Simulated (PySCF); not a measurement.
## Sb⁺: ionisation energy

Sb⁺ [Kr] 4d10 5s2 5p2 (3P) → Sb²⁺ [Kr] 4d10 5s2 5p1 (2P), as a difference of total energies. Computed with PySCF 2.14 in dyall-av2z, with no relativity, point nucleus. Correlated levels: valence: [Kr] 4d10 frozen; virtual orbitals above 40 to 60 times the deepest correlated orbital energy dropped. The calculations carry no spin-orbit coupling.

| method | ionisation energy (eV) |
| --- | --- |
| UHF | 15.954 |
| LDA | 16.621 |
| PBE | 16.432 |
| PBE0 | 16.492 |
| r2SCAN | 16.602 |
| TPSSh | 16.455 |
| B3LYP | 16.465 |
| r2SCAN0 | 16.626 |
| MP2 (valence) | 16.190 |
| SCS-MP2 (valence) | 16.131 |

Problem. How much does correlation contribute at MP2 (valence)?

Solution. 16.190 − (15.954) = 0.236 eV, measured against UHF.

A first-order spin-orbit estimate (lowest level to lowest level, LS coupling) adds -0.056 eV.

These non-relativistic numbers lack the scalar-relativistic shift.

For comparison: 16.626 ± 0.025 eV (measured; NIST Atomic Spectra Database, ionization energies).
